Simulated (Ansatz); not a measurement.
## Redistribution: C2H7BrSi + C2H8Si2 → C2H10Si2 + C2H5BrSi

Species: C2H7BrSi `CC[SiH2]Br`, singlet; C2H8Si2 `C=C[SiH2][SiH3]`, singlet; C2H10Si2 `CC[SiH2][SiH3]`, singlet; C2H5BrSi `C=C[SiH2]Br`, singlet. The partners trade Br for SiH3; both sit on Si, so the bond types are kept.

Shapes, held fixed at every level: PBE0-D4/def2-TZVP. Flexible molecules stand in one conformer, not always the lowest. Programs: Ansatz 0.2.0. The zero-point and thermal change to 298 K, harmonic and unscaled (PBE0-D4/def2-TZVP), is +0.2 kJ/mol.

| level | kind | ΔH(298 K) (kJ/mol) | less CCSD(T)/def2-TZVPP |
| --- | --- | --- | --- |
| PBE-D4/def2-TZVPP | GGA | +2.3 | -0.1 |
| PBE0-D4/def2-TZVPP | global hybrid | +2.3 | -0.1 |
| r2SCAN0-D4/def2-TZVPP | global hybrid | +2.8 | +0.4 |
| wB97M-V/def2-TZVPP | range-separated hybrid | +2.2 | -0.2 |
| wB97X-V/def2-TZVPP | range-separated hybrid | +2.4 | 0.0 |
| MP2/def2-SVP | perturbation theory | +1.3 | -1.1 |
| CCSD/def2-TZVPP | coupled cluster or CI | +2.6 | +0.2 |
| CCSD(T)/def2-TZVPP | coupled cluster or CI | +2.4 | 0.0 |

The highest level, CCSD(T)/def2-TZVPP, gives ΔH(298 K) = +2.4 kJ/mol; the levels span +1.3 to +2.8. That is about zero within the method's error. The column of differences is taken from that level and isn't an error. No measured value is set beside it here. Relativity is left out for Br. Outer-core shells of Br are correlated in most correlated rows, in sets that cover them unevenly.
